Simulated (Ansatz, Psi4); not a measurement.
Input for Ansatz (an electronic-structure program):
Ansatz 0.2 input:
```yaml
crystal:
  periodic: [false, false, false]
  atoms:
    - {symbol: Zr, position_ang: [-0.00000000, 0.00000000, -0.00000000]}
    - {symbol: O, position_ang: [1.73087780, -0.30028533, -0.50620704]}
    - {symbol: H, position_ang: [2.64521877, -0.45891189, -0.77361230]}
    - {symbol: O, position_ang: [-0.62364378, -0.68582318, 1.57577593]}
    - {symbol: H, position_ang: [-0.95308533, -1.04811117, 2.40818392]}
    - {symbol: O, position_ang: [-1.10723402, 0.98610851, -1.06956890]}
    - {symbol: H, position_ang: [-1.69213344, 1.50702306, -1.63457162]}
basis:
  gaussian:
    orbitals: def2-SVP
hamiltonian:
  xc: {name: B97M-V}
total_charge: 1
accuracy: high
```

Problem. Convert this to an input for Psi4.

Solution. One answer among several that fit: 
```
memory 2 GB

molecule {
1 1
Zr   -0.00000000    0.00000000   -0.00000000
O     1.73087780   -0.30028533   -0.50620704
H     2.64521877   -0.45891189   -0.77361230
O    -0.62364378   -0.68582318    1.57577593
H    -0.95308533   -1.04811117    2.40818392
O    -1.10723402    0.98610851   -1.06956890
H    -1.69213344    1.50702306   -1.63457162
}

set {
  basis def2-svp
  scf_type pk
  puream true
  d_convergence 1e-8
  dft_radial_points 99
  dft_spherical_points 590
}

energy('b97m-v')
print_variables()
```

Both were run: Ansatz gave -274.206322 Eh and Psi4 -274.206228 Eh, 0.095 mEh apart.
